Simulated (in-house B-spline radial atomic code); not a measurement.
Whole-atom quantities along the 59-electron series, configuration [Kr] 4d10 4f11 5s2. Computed with an all-electron radial atomic-structure program (B-spline basis): non-relativistic Hartree-Fock, average of the configuration, point nuclei.

This level leaves out relativity, spin-orbit splitting included, which matters for heavy ions.

```
  ion   Z  E/Z² (Eh)  Σ<r²> (bohr²)  n(0)/Z³ (bohr⁻³)  Lamb diamagnetic shielding (ppm)  repulsion over attraction
Tm10+  69    -2.7118         15.981           0.71402                           7809.55                     0.1494
Yb11+  70          ?              ?                 ?                                 ?                          ?
Lu12+  71    -2.7389         13.924            0.7149                           8092.93                    0.14695
Hf13+  72          ?              ?                 ?                                 ?                          ?
Ta14+  73     -2.765         12.306           0.71575                            8375.7                    0.14446
 W15+  74    -2.7777         11.617           0.71616                           8516.91                    0.14321
Re16+  75    -2.7901         10.992           0.71656                           8658.02                    0.14197
```

Fill in the row of Yb11+.

E/Z² (Eh): -2.7255; Σ<r²> (bohr²): 14.886; n(0)/Z³ (bohr⁻³): 0.71447; Lamb diamagnetic shielding (ppm): 7951.33; repulsion over attraction: 0.14818.

Fill in the row of Hf13+.

E/Z² (Eh): -2.7521; Σ<r²> (bohr²): 13.07; n(0)/Z³ (bohr⁻³): 0.71533; Lamb diamagnetic shielding (ppm): 8234.38; repulsion over attraction: 0.14571.

With what power of Z does the column «Σ<r²> (bohr²)» change over this range?

A fit of the logarithm of its size against log Z from Z = 69 to 75 has slope -4.48. Unscreened non-relativistic hydrogenic orbitals would give -2.
